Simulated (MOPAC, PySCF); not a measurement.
CH5BSi, SMILES `[H]/B=C\[SiH3]`, neutral singlet in the gas phase. 

Cartesian coordinates (Å):
SMILES: [H]/B=C\[SiH3]
```xyz
8

B      1.6311    -0.1449    -0.3647
C      0.6467     0.7020     0.0578
Si    -1.0003    -0.1509     0.1598
H      2.4017    -0.9446    -0.7321
H      0.6985     1.7482     0.3263
H     -1.5424    -0.1246     1.5405
H     -0.8377    -1.5682    -0.2507
H     -1.9977     0.4830    -0.7369
```
Charge 0, multiplicity 1.

All levels are single points at this geometry (B3LYP-D3(BJ)/def2-TZVP); Pople sets use spherical d functions. Orbital energies aren't observables, and empty levels follow the basis.

```json
[
 {"level": "B3LYP-D3(BJ)/def2-TZVP in PySCF", "HOMO (eV)": "-6.81", "LUMO (eV)": "-1.64", "gap (eV)": "5.17", "dipole (D)": "1.00", "vertical IE, Delta-SCF (eV)": "–"},
 {"level": "PBE-D3(BJ)/def2-TZVP in PySCF", "HOMO (eV)": "-5.96", "LUMO (eV)": "-2.40", "gap (eV)": "3.56", "dipole (D)": "0.86", "vertical IE, Delta-SCF (eV)": "–"},
 {"level": "B3LYP/6-31G* in PySCF", "HOMO (eV)": "-6.50", "LUMO (eV)": "-1.21", "gap (eV)": "5.29", "dipole (D)": "0.99", "vertical IE, Delta-SCF (eV)": "9.03"},
 {"level": "BP86/6-31G* in PySCF", "HOMO (eV)": "-5.74", "LUMO (eV)": "-2.11", "gap (eV)": "3.62", "dipole (D)": "0.87", "vertical IE, Delta-SCF (eV)": "–"},
 {"level": "M06-2X/6-31G* in PySCF", "HOMO (eV)": "-7.88", "LUMO (eV)": "-0.02", "gap (eV)": "7.86", "dipole (D)": "1.01", "vertical IE, Delta-SCF (eV)": "–"},
 {"level": "SVWN5/6-31G* in PySCF", "HOMO (eV)": "-5.74", "LUMO (eV)": "-2.25", "gap (eV)": "3.49", "dipole (D)": "0.80", "vertical IE, Delta-SCF (eV)": "9.15"},
 {"level": "HF/3-21G in PySCF", "HOMO (eV)": "-9.24", "LUMO (eV)": "2.67", "gap (eV)": "11.91", "dipole (D)": "1.11", "vertical IE, Delta-SCF (eV)": "–"},
 {"level": "HF/STO-3G in PySCF", "HOMO (eV)": "-7.02", "LUMO (eV)": "7.26", "gap (eV)": "14.28", "dipole (D)": "0.47", "vertical IE, Delta-SCF (eV)": "–"},
 {"level": "AM1 in MOPAC", "HOMO (eV)": "-8.88", "LUMO (eV)": "1.03", "gap (eV)": "9.91", "dipole (D)": "1.75", "vertical IE, Delta-SCF (eV)": "–"}
]
```
